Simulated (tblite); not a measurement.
Species: C₈H₁₃O (charge +1).
Z-matrix (Å and degrees, GFN2-xTB geometry), rows numbered from 1:
```
C 
O   1  1.3863
C   2  1.3717  1  115.03
C   3  1.5173  2  109.71  1   160.71
C   3  1.6285  2  109.76  1   -78.94
C   5  1.4581  3  113.56  2    42.75
C   6  1.4023  5  110.74  3   107.14
C   7  1.3662  6  109.20  5     4.94
C   8  1.4710  7  110.77  6     3.38
H   1  1.0881  2  107.92  3   175.02
H   1  1.0954  2  112.63  3   -62.42
H   1  1.1176  2  108.45  3    56.09
H   3  1.1005  2  110.93  1    36.86
H   4  1.0865  3  110.04  2    50.59
H   4  1.0852  3  111.64  2   172.49
H   4  1.0877  3  108.88  2   -67.51
H   5  1.0904  3  103.66  2   -79.29
H   6  1.0784  5  123.32  3   -85.19
H   7  1.0754  6  124.81  5  -176.12
H   8  1.0764  7  125.97  6  -178.51
H   9  1.0962  5  108.45  3   135.08
H   9  1.0903  5  116.43  3    16.07
```

Method: GFN2-xTB as coded in tblite; computed harmonic values from a numerical Hessian at the method's own geometry, unscaled. This tight-binding method is rough: wavenumbers can miss measured ones by several per cent, in bad cases by 10 to 20. One conformer, not necessarily the lowest.

Harmonic wavenumbers (cm⁻¹): 74.0, 98.0, 163.4, 192.1, 227.4, 268.7, 303.7, 329.4, 406.0, 427.4, 509.4, 549.5, 698.4, 745.8, 775.9, 794.3, 850.8, 901.9, 904.4, 908.3, 974.5, 994.1, 1018.4, 1040.0, 1067.5, 1078.5, 1080.7, 1088.2, 1101.6, 1115.9, 1135.8, 1181.0, 1183.9, 1209.7, 1248.4, 1258.8, 1297.0, 1338.9, 1366.9, 1380.7, 1400.5, 1404.9, 1423.6, 1444.7, 1452.0, 1468.7, 1492.6, 2671.4, 2860.5, 2924.0, 2939.6, 2983.2, 3003.7, 3038.6, 3047.7, 3062.3, 3068.7, 3103.3, 3129.5, 3148.2.

A = 2495, B = 1406, C = 1018 MHz; mass 125.097 u (most abundant isotopes); point group C1, symmetry number 1.

What is the zero-point energy?

½Σν̃ = 41178 cm⁻¹ = 492.60 kJ/mol.

What is S at 298.15 K and 1 bar for an ideal gas of classical rigid rotors and harmonic oscillators?

Translation 169.08, rotation 120.87, vibration 101.24: S = 391.2 J/(mol K).

And Cp and H(298.15 K) − H(0)?

Cp = 160.02 J/(mol K), of which vibrations give 126.76 (their classical limit is 60 R = 498.9); H(298.15 K) − H(0) = 27.18 kJ/mol without the zero-point energy, 17.26 from vibrations.

What must be added to the electronic energy to get the Gibbs energy at 298.15 K and 1 bar?

ZPE + [H(298.15 K) − H(0)] − T·S = 492.60 + 27.18 − 116.63 = 403.15 kJ/mol.

Which modes carry the vibrational entropy at 298.15 K?

74.0 cm⁻¹: 16.92; 98.0 cm⁻¹: 14.62; 163.4 cm⁻¹: 10.50; 192.1 cm⁻¹: 9.24; 227.4 cm⁻¹: 7.95; 268.7 cm⁻¹: 6.71 J/(mol K); the other 54 give 35.30 together.

Blend soft modes into free rotors: weight 1/[1 + (100 cm⁻¹/ν̃)⁴] for the oscillator and the rest for a rotor with moment μB/(μ + B), μ = h/(8π²ν), B = 10⁻⁴⁴ kg m². What vibrational entropy results?

97.05 J/(mol K) in place of 101.24, which changes −T·S at 298.15 K by +1.25 kJ/mol.

Hindered rotation and anharmonicity are outside this model. Other conformers, if any are populated, would add a mixing term that is left out. The structure is chiral; the term R ln 2 for an equal mix with its mirror image is left out.

Hardware: x86-64 server, one thread, on a shared host. This covers the Hessian and the dipole derivatives.
